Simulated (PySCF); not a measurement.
# HgF⁺: frontier orbitals

ωB97X at R = 1.937 Å; Hg def2-SVP with ECP60, F def2-SVP; scalar-relativistic core potentials (PySCF 2.14). State: ¹Σ⁺ (singlet), closed shell. Only the outer orbitals are listed, counted within each symmetry, core potentials removing the inner ones.

| orbital | occ. | ε (eV) | on Hg (%) | main shells (%) |
| --- | --- | --- | --- | --- |
| 5σ | 2 | -24.83 | 81 | 81 Hg d, 16 F p |
| 2π | 2 | -24.54 | 95 | 95 Hg d |
| 2π | 2 | -24.54 | 95 | 95 Hg d |
| 1δ | 2 | -24.07 | 100 | 100 Hg d |
| 1δ | 2 | -24.07 | 100 | 100 Hg d |
| 6σ | 2 | -20.07 | 44 | 55 F p, 30 Hg s, 12 Hg d |
| 3π | 2 | -19.42 | 8 | 92 F p |
| 3π | 2 | -19.42 | 8 | 92 F p |
| 7σ | 0 | -10.01 | 79 | 66 Hg s, 21 F p, 10 Hg p |
| 4π | 0 | -4.16 | 98 | 98 Hg p |
| 4π | 0 | -4.16 | 98 | 98 Hg p |

Q: Which are the highest filled and the lowest empty level, where do they sit, and how wide is the gap?

A: Highest filled 3π at -19.42 eV (in %: 92 F p); lowest empty 7σ at -10.01 eV (in %: 66 Hg s, 21 F p, 10 Hg p); the gap at ωB97X is 9.41 eV.

```json
{
 "bond order (Mayer)": "1.08",
 "⟨S²⟩": "0.000",
 "charge on Hg (Mulliken, basis-dependent)": "1.28",
 "charge on Hg (Löwdin, basis-dependent)": "1.15",
 "dipole moment (positive dipole points towards F; it is taken about the centre of mass and depends on that origin)": "-4.12 D"
}
```

Spin–orbit coupling is left out.
